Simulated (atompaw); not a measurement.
# Building the PAW (atompaw) potential for tellurium (Te) (PBE, scalar-relativistic).

atompaw 4.2.0.5 input, output lines left out:

```
Te 52
GGA-PBE scalarrelativistic loggrid 1500 logderivrange -6 5 276
5 5 4 0 0 0
5 1 3
0 0 0
c
c
c
c
v
c
c
c
v
c
v
2
1.95 1.90 1.80 1.70
y
2.25
n
y
2.55
n
y
1.65
n
custom rrkj vanderbiltortho sinc
bessel
1.95
1.95
1.95
1.95
1.35
1.95
```

All-electron outer shells of the reference configuration (PBE, scalar-relativistic, ld1.x):

| shell | level (eV) | outermost node (bohr) | outermost maximum (bohr) |
| --- | --- | --- | --- |
| 4p | -123.46 | 0.38 | 0.74 |
| 4d | -50.68 | 0.36 | 0.81 |
| 5s | -23.44 | 0.91 | 1.77 |
| 5p | -13.68 | 1.00 | 2.11 |

What the tests gave:

| Item | Value |
| --- | --- |
| Cutoffs needed | 90 Ry and 140 Ry (the cutoffs (Ry, on a coarse ladder) from which the occupation-weighted sum of valence levels, in a spherical-Bessel basis at the reference potential, stays within 10 and 1 mRy of its value at 400 Ry) |
| Ghost test | no extra level below or beside the all-electron valence levels (s, p, d, f tested) (spherical-Bessel basis up to 400 Ry, 20 bohr box) |
| Lowest eigenvalue of the overlap operator | 0.51 (s channel) |
| Overlap eigenvalues printed by atompaw (projector basis) | 0.0039, 0.107, 0.672, 33.7, 52.6, 58.6 |
| Share of each valence orbital outside the PAW sphere | 5s 50 %, 5p 71 %, 4d 2 % |

Generation and tests took about 1.5 s on one core of a shared server CPU.
